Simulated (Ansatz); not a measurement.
One change: `[F][Ti]([F])([F])[SeH]` becomes `C[O][Ti]([F])([F])[SeH]`.

Ansatz, PBE0-D4/def2-TZVP geometries, multiplicity 1. Each molecule was computed in one conformer, which needn't be the lowest.

Scalar relativity is left out up to krypton.

```
                                          property  `[F][Ti]([F])([F])[SeH]`
              HOMO–LUMO gap (PBE0/def2-TZVPP) / eV                      4.73
           HOMO–LUMO gap (ωB97M-V/def2-TZVPP) / eV                      9.08
                 LUMO energy (PBE/def2-TZVPP) / eV                     -4.11
  size of the dipole moment (B3LYP/def2-TZVPP) / D                      0.92
size of the dipole moment (ωB97M-V/def2-TZVPP) / D                      0.69
                LUMO energy (PBE0/def2-TZVPP) / eV                     -3.18
```

Q: What does the change do to each property? (An estimate is asked.)

A: Ansatz gave: 
| property | `C[O][Ti]([F])([F])[SeH]` | shift |
| --- | --- | --- |
| HOMO–LUMO gap (PBE0/def2-TZVPP) / eV | 5.03 | 0.30 |
| HOMO–LUMO gap (ωB97M-V/def2-TZVPP) / eV | 9.34 | 0.26 |
| LUMO energy (PBE/def2-TZVPP) / eV | -3.17 | 0.94 |
| size of the dipole moment (B3LYP/def2-TZVPP) / D | 3.02 | 2.10 |
| size of the dipole moment (ωB97M-V/def2-TZVPP) / D | 2.99 | 2.30 |
| LUMO energy (PBE0/def2-TZVPP) / eV | -2.27 | 0.91 |

With PBE0 the HOMO rises by 0.61 eV and the LUMO rises by 0.91 eV, so the gap widens by about 0.30 eV. PBE moves the HOMO by 0.60 eV and ωB97M-V by 0.58 eV. Dipoles are sizes alone; their direction can turn.

B3LYP here is the variant with VWN-RPA as its local correlation; programs differ in this.

Spin–orbit coupling is left out; it splits and shifts lone-pair levels of the heavy atoms by tenths of an eV.
